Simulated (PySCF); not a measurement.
Species: SnH2MeCl, CH5ClSn.
Bonds: Sn1–C4, Sn1–Cl8. Hydrogens: H2, H3 on Sn1; H5, H6, H7 on C4.

Computed with PBE0-D3(BJ)/def2-SVP geometry optimisation, gas phase, def2 core potentials past Kr (PySCF).

Task: How far are the bound atoms from Sn1?

Result: 4 atoms: H3 1.712 Å, H2 1.712 Å, C4 2.137 Å, Cl8 2.363 Å. The nearest atom not counted as bound is H6, at 2.70 Å (others tie with it).

Task: List the angles at Sn1.

Result: 
```csv
angle,degrees,distance of the outer atoms (Å)
H3–Sn1–C4,113.8,3.23
H2–Sn1–C4,113.6,3.23
H2–Sn1–H3,112.2,2.84
H2–Sn1–Cl8,105.9,3.28
H3–Sn1–Cl8,105.2,3.26
C4–Sn1–Cl8,105.2,3.58
```

Task: What is the shape at Sn1?

Result: Distorted tetrahedral: angles from 105.2° to 113.8°; τ4 = (360° − α − β)/141° = 0.94 with α and β the two widest (0 for a square, 1 for a tetrahedron).

Task: What are the other bond lengths?

Result: C4–H5, C4–H6, C4–H7 1.099 Å.

Task: What are the rotational constants (commonest isotopes, rigid rotor)?

Result: A = 8084, B = 2733, C = 2141 MHz: an asymmetric top.

Point group: Cs (every atom within 0.08 Å of its image). Charge 0, singlet. Whether it is a minimum is left open (no frequencies).
